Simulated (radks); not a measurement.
All-electron atom: Yb15+ in [Kr] 4d10 4f9.

All-electron calculation, scalar-relativistic Kohn-Sham, PBE, spin-unpolarised, spherical densities, point nucleus. Program: a radial shooting solver on a logarithmic mesh with Libxc functionals.

Energy parts (hartree):
part                       energy
total                 -13982.7166
kinetic                15246.1521
electron-nucleus      -33735.2548
Hartree                 4787.0222
exchange-correlation    -280.6361

Orbitals (lengths in bohr, moments of r in powers of bohr):
| orbital | occ. | eigenvalue (hartree) | <r> | <r^2> |
|---|---|---|---|---|
| 1s | 2 | -2263.205 | 0.01966 | 0.0005297 |
| 2s | 2 | -393.6949 | 0.08332 | 0.008208 |
| 2p | 6 | -348.4172 | 0.07414 | 0.006714 |
| 3s | 2 | -98.28633 | 0.2166 | 0.05363 |
| 3p | 6 | -84.63760 | 0.2161 | 0.05414 |
| 3d | 10 | -68.03648 | 0.1960 | 0.04503 |
| 4s | 2 | -28.91819 | 0.4825 | 0.2624 |
| 4p | 6 | -24.37472 | 0.5093 | 0.2942 |
| 4d | 10 | -18.38370 | 0.5392 | 0.3348 |
| 4f | 9 | -11.66449 | 0.5823 | 0.4018 |

The highest occupied level is 4f at -317.41 eV. Summed over all electrons, <r^2> = 10.19 bohr^2, which gives a Langevin (diamagnetic) susceptibility term of -8.07 x 10^-6 cm^3/mol.
